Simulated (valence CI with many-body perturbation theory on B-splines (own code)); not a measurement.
## E1 line list for Ta XLII

Computed by relativistic CI+MBPT: four valence electrons over a frozen Dirac-Fock core [Ar] 3d10, a basis of 11 s, 11 p, 10 d, 8 f, 5 g, 2 h functions for each j, with the one-electron correlation potential Σ1 (screened to all orders), the two-electron term Σ2, the three-electron term Σ3, Breit, model QED; selected single and double excitations, second order for the rest, scaled by the run's own slope (own B-spline code, finite nucleus).

The last digits are not significant, and no measured levels were compared; by estimate large intervals hold to a few tenths of a per cent, small ones and those within an open d or f shell to about a per cent. Among the levels kept, up to 390 cm⁻¹ of a level comes from second order outside the variational space, and about a tenth of that is noise between levels of different J, which matters for small intervals.

Lines 101 to 150 of 553 in falling wavelength, among levels below 46.503 Ry, chosen from the strongest by gf and those to the six lowest levels. Wavelengths and rates use the calculated energies. Electric multipoles are in the length gauge with retardation, E1 and E2 with the static RPA response of the core. Weak lines are less certain than strong ones. Lines between different terms over intervals too small for the method are left out, as are lines whose strength nearly cancels. Where a level lies close to another of its J and parity, the split of strength between their lines is uncertain. The highest levels of a list are the least certain.

Levels are named by their leading jj configuration (3d3/2^4 stands for four electrons in 3d with j = 3/2), which in mixed levels can hold well under half, so a name can repeat and another be missing. Letters in brackets count levels of one name in rising energy.

| λ vac (Å) | Upper | Lower | A (s⁻¹) | S (a.u.) |
| --- | --- | --- | --- | --- |
| 71.13 | (4s 4p1/2 4p3/2 4f5/2) J=4 [c] | (4s^2 4p1/2 4f7/2) J=3 | 6.24e+10 | 9.98e-02 |
| 71.08 | (4p1/2^2 4p3/2 4d5/2) J=1 | (4p1/2^2 4p3/2^2) J=0 | 2.20e+11 | 1.17e-01 |
| 71.08 | (4s 4p1/2 4p3/2 4d5/2) J=4 [b] | (4s 4p1/2 4p3/2^2) J=3 | 2.94e+10 | 4.69e-02 |
| 71.03 | (4s 4p1/2 4p3/2 4f7/2) J=5 [c] | (4s 4p1/2 4p3/2 4d5/2) J=4 [b] | 2.88e+10 | 5.60e-02 |
| 70.94 | (4s^2 4p1/2 4f7/2) J=4 | (4s^2 4p1/2 4d5/2) J=3 | 1.13e+11 | 1.78e-01 |
| 70.86 | (4s 4p1/2 4p3/2 4d5/2) J=0 | (4s 4p1/2 4p3/2^2) J=1 [b] | 2.85e+11 | 5.01e-02 |
| 70.86 | (4s 4p1/2 4p3/2 4f5/2) J=4 [a] | (4s 4p1/2 4p3/2 4d5/2) J=4 [a] | 3.53e+10 | 5.58e-02 |
| 70.84 | (4s 4p1/2 4d3/2 4d5/2) J=3 [a] | (4s 4p1/2 4p3/2 4d3/2) J=2 [a] | 9.83e+10 | 1.21e-01 |
| 70.80 | (4s 4p1/2 4d5/2^2) J=3 | (4s 4p1/2 4p3/2 4d5/2) J=2 [b] | 9.63e+10 | 1.18e-01 |
| 70.74 | (4s 4p1/2 4d3/2 4d5/2) J=4 [b] | (4s 4p1/2 4p3/2 4d3/2) J=4 | 6.18e+10 | 9.71e-02 |
| 70.64 | (4s 4p1/2 4p3/2 4f7/2) J=2 [b] | (4s 4p1/2 4p3/2 4d5/2) J=2 [b] | 1.92e+11 | 1.67e-01 |
| 70.61 | (4s 4p1/2^2 4f7/2) J=3 [b] | (4s 4p1/2^2 4d5/2) J=2 | 8.09e+10 | 9.84e-02 |
| 70.54 | (4s 4p1/2^2 4d5/2) J=3 | (4s 4p1/2^2 4p3/2) J=2 | 2.02e+11 | 2.45e-01 |
| 70.49 | (4s 4p1/2 4d3/2 4d5/2) J=2 [a] | (4s 4p1/2 4p3/2 4d3/2) J=1 [a] | 8.73e+10 | 7.55e-02 |
| 70.45 | (4s 4p3/2^2 4d3/2) J=2 [d] | (4s^2 4p3/2 4d5/2) J=1 | 1.00e+11 | 8.63e-02 |
| 70.43 | (4s 4p1/2 4d3/2 4d5/2) J=2 [c] | (4s 4p1/2 4p3/2 4d3/2) J=1 [b] | 9.97e+10 | 8.59e-02 |
| 70.43 | (4s 4p1/2 4p3/2 4f7/2) J=5 [b] | (4s^2 4p1/2 4f7/2) J=4 | 2.21e+10 | 4.19e-02 |
| 70.41 | (4s 4p3/2^2 4d5/2) J=1 [b] | (4s 4p3/2^3) J=1 | 2.51e+11 | 1.30e-01 |
| 70.38 | (4s 4p1/2 4d3/2 4d5/2) J=3 [c] | (4s 4p1/2 4p3/2 4d3/2) J=3 [b] | 3.52e+10 | 4.24e-02 |
| 70.38 | (4s 4p1/2 4p3/2 4d5/2) J=2 [c] | (4s 4p1/2 4p3/2^2) J=2 [b] | 6.04e+10 | 5.20e-02 |
| 70.30 | (4s 4p1/2 4p3/2 4f7/2) J=2 [a] | (4s 4p1/2 4p3/2 4d5/2) J=2 [a] | 1.60e+11 | 1.37e-01 |
| 70.27 | (4s 4p1/2 4p3/2 4f7/2) J=5 [b] | (4s 4p1/2 4p3/2 4d5/2) J=5 | 1.32e+11 | 2.48e-01 |
| 70.13 | (4s 4p1/2 4d3/2 4d5/2) J=3 [d] | (4s 4p1/2 4p3/2 4d3/2) J=2 [d] | 3.80e+10 | 4.52e-02 |
| 70.07 | (4s 4p1/2 4p3/2 4f5/2) J=5 [a] | (4s^2 4p1/2 4f7/2) J=4 | 4.08e+10 | 7.61e-02 |
| 70.06 | (4s 4p3/2^2 4d3/2) J=2 [d] | (4s^2 4p3/2 4d5/2) J=3 | 4.89e+10 | 4.15e-02 |
| 69.95 | (4s^2 4p3/2 4d5/2) J=1 | (4s^2 4p3/2^2) J=0 | 1.96e+11 | 9.95e-02 |
| 69.95 | (4s 4p1/2 4p3/2 4f5/2) J=3 [c] | (4s 4p1/2 4p3/2 4d5/2) J=3 [a] | 9.92e+10 | 1.17e-01 |
| 69.84 | (4s 4p1/2 4p3/2 4f7/2) J=4 [a] | (4s 4p1/2 4p3/2 4d5/2) J=4 [a] | 8.44e+10 | 1.28e-01 |
| 69.84 | (4s 4p1/2 4d3/2 4d5/2) J=3 [b] | (4s 4p1/2 4p3/2 4d3/2) J=4 | 6.66e+10 | 7.84e-02 |
| 69.74 | (4s 4p1/2 4p3/2 4f7/2) J=4 [b] | (4s 4p1/2 4p3/2 4d5/2) J=5 | 4.13e+10 | 6.22e-02 |
| 69.69 | (4s 4p1/2 4p3/2 4d5/2) J=1 [c] | (4s 4p1/2 4p3/2^2) J=1 [a] | 3.40e+11 | 1.70e-01 |
| 69.68 | (4s 4p1/2 4d5/2^2) J=2 | (4s 4p1/2 4p3/2 4d5/2) J=1 [a] | 1.36e+11 | 1.14e-01 |
| 69.57 | (4p1/2 4p3/2^2 4d3/2) J=2 [b] | (4s 4p1/2 4p3/2 4d5/2) J=2 [a] | 6.80e+10 | 5.65e-02 |
| 69.50 | (4s^2 4p1/2 4f7/2) J=3 | (4s 4p1/2 4p3/2^2) J=2 [a] | 2.05e+11 | 2.38e-01 |
| 69.49 | (4p1/2^2 4p3/2 4d5/2) J=3 | (4p1/2^2 4p3/2^2) J=2 | 4.91e+11 | 5.69e-01 |
| 69.46 | (4s 4p1/2 4p3/2 4f7/2) J=4 [c] | (4s 4p1/2 4p3/2 4d5/2) J=3 [a] | 5.03e+10 | 7.49e-02 |
| 69.45 | (4s 4p1/2 4d5/2^2) J=3 | (4s 4p1/2 4p3/2 4d5/2) J=3 [a] | 6.56e+10 | 7.59e-02 |
| 69.42 | (4s 4p1/2 4p3/2 4d5/2) J=1 [b] | (4s 4p1/2 4p3/2^2) J=0 | 2.53e+11 | 1.26e-01 |
| 69.35 | (4p1/2^2 4p3/2 4d5/2) J=1 | (4p1/2^2 4p3/2^2) J=2 | 8.87e+10 | 4.38e-02 |
| 69.34 | (4s 4p1/2 4p3/2 4d5/2) J=3 [d] | (4s 4p1/2 4p3/2^2) J=2 [b] | 4.24e+11 | 4.88e-01 |
| 69.33 | (4s 4p1/2 4p3/2 4f7/2) J=6 | (4s 4p1/2 4p3/2 4d5/2) J=5 | 1.83e+11 | 3.91e-01 |
| 69.32 | (4s 4p3/2^2 4d5/2) J=4 [c] | (4s^2 4p3/2 4d5/2) J=3 | 1.33e+11 | 1.97e-01 |
| 69.30 | (4s 4p1/2 4p3/2 4f5/2) J=2 [a] | (4s 4p1/2 4p3/2 4d3/2) J=2 [b] | 6.62e+10 | 5.44e-02 |
| 69.29 | (4s 4p1/2 4p3/2 4f7/2) J=2 [b] | (4s 4p1/2 4p3/2 4d5/2) J=3 [a] | 9.59e+10 | 7.87e-02 |
| 69.29 | (4s 4p1/2 4p3/2 4d5/2) J=2 [c] | (4s 4p1/2 4p3/2^2) J=1 [a] | 1.93e+11 | 1.59e-01 |
| 69.27 | (4s 4p1/2 4p3/2 4f7/2) J=3 [b] | (4s 4p1/2 4p3/2 4d5/2) J=2 [a] | 5.76e+10 | 6.62e-02 |
| 69.25 | (4s^2 4p3/2 4f7/2) J=3 [b] | (4s^2 4p3/2 4d5/2) J=2 | 1.31e+11 | 1.51e-01 |
| 69.14 | (4s 4p1/2 4p3/2 4f7/2) J=4 [d] | (4s 4p1/2 4p3/2 4d5/2) J=3 [a] | 1.45e+11 | 2.13e-01 |
| 69.12 | (4s 4p1/2 4p3/2 4d5/2) J=2 [d] | (4s 4p1/2 4p3/2^2) J=1 [b] | 4.03e+11 | 3.29e-01 |
| 69.09 | (4s 4p1/2 4p3/2 4f7/2) J=4 [e] | (4s 4p1/2 4p3/2 4d5/2) J=3 [b] | 2.70e+11 | 3.96e-01 |
